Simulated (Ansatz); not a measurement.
Ansatz (an electronic-structure program) input (CCSD(T)/aug-cc-pV(D+d)Z):
A basis named .json is the Basis Set Exchange file of that set.

Ansatz 0.2 input:
```yaml
crystal:
  periodic: [false, false, false]
  atoms:
    - {symbol: P, position_ang: [-0.06749770, -0.08696972, -0.56484595]}
    - {symbol: O, position_ang: [0.05549852, 0.13697337, 0.97144688]}
    - {symbol: H, position_ang: [1.31307843, 0.16633008, -0.82689104]}
    - {symbol: H, position_ang: [-0.74460107, 0.04242879, 1.52800534]}
basis:
  gaussian:
    orbitals: aug-cc-pV_D+d_Z.json
total_charge: 1
magnetization: {spin_polarized: false}
correlation: {method: ccsd_t, electrons: outside_noble_gas}
output: {forces: true}
```

End of the output:

```
mean field evaluation 1: about -11326.0397 eV, gradient 6.1e1 eV
mean field evaluation 2: about -11326.0400 eV, gradient 6.1e1 eV
mean field evaluation 4: about -11332.7841 eV, gradient 3.3e0 eV
mean field evaluation 8: about -11332.8256 eV, gradient 1.8e-1 eV
mean field evaluation 16: about -11332.8229 eV, gradient 5.7e-1 eV
mean field -11332.82586415 eV, -416.4736688423 hartree, gradient 1.5e-6 eV, S^2 0.000000; 0 other end points of the search recorded, 0 dependent functions left out; unrestricted orbitals would lower it
6 core orbitals not correlated
reference -11332.82586415 eV, -416.4736688423 hartree; 6, 6 occupied and 61, 61 virtual orbitals, 710 factors
densities: 0.22 GiB planned
second order -8.33082181 eV of doubles, -0.00000000 eV of singles
coupled cluster: 0.17 GiB planned
cycle   1  -8.55734451 eV  change   -2.3e-1 eV  update   9.6e-2
cycle   2  -8.85907054 eV  change   -3.0e-1 eV  update   3.3e-2
cycle   3  -8.97142926 eV  change   -1.1e-1 eV  update   2.1e-2
cycle   4  -8.96151124 eV  change    9.9e-3 eV  update   5.5e-3
cycle   5  -8.96169132 eV  change   -1.8e-4 eV  update   2.4e-3
cycle   6  -8.96240553 eV  change   -7.1e-4 eV  update   7.9e-4
cycle   7  -8.96189875 eV  change    5.1e-4 eV  update   2.9e-4
cycle   8  -8.96189048 eV  change    8.3e-6 eV  update   9.4e-5
cycle   9  -8.96193043 eV  change   -4.0e-5 eV  update   2.8e-5
cycle  10  -8.96191796 eV  change    1.2e-5 eV  update   1.1e-5
cycle  11  -8.96192628 eV  change   -8.3e-6 eV  update   4.0e-6
perturbative correction -0.30040300 eV, -0.0110396067 hartree
the calculation of the forces begins
Total energy: -11342.08819343 eV, -416.8140531650 hartree
Atom 0 at    -0.067498    -0.086970    -0.564846 Å, force    -0.269518    -0.230424    -1.350470 eV/Å
Atom 1 at     0.055499     0.136973     0.971447 Å, force     0.315112     0.241324     1.361449 eV/Å
Atom 2 at     1.313078     0.166330    -0.826891 Å, force     0.086511     0.018625     0.004895 eV/Å
Atom 3 at    -0.744601     0.042429     1.528005 Å, force    -0.132104    -0.029525    -0.015875 eV/Å
Dipole moment:    -0.170771    -0.048567    -0.101068 e Å
```

It need not be the lowest isomer of its formula.
